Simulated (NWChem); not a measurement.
CH₄BF; SMILES CBF

Results from NWChem. Pople sets run with spherical d functions. The geometry was optimised at PBE0/def2-SVP. B3LYP is NWChem's, with the RPA form of VWN correlation.

Task: Taking B3LYP/6-311++G** as the yardstick, which of these has the fewest basis functions while keeping “dipole (D)” within 0.1 D of it: B3LYP/3-21G; B3LYP/6-31+G*; B3LYP/6-311G**; B3LYP/6-31G*; B3LYP/STO-3G?

Result: B3LYP/6-31+G* (a larger set in the list lies outside the tolerance).
```csv
level,basis functions,dipole (D)
B3LYP/STO-3G,19,0.36
B3LYP/3-21G,35,1.14
B3LYP/6-31G*,50,1.10
B3LYP/6-31+G*,62,1.36
B3LYP/6-311G**,78,1.20
B3LYP/6-311++G**,94,1.37
```

The yardstick is one finite set, not the basis-set limit.
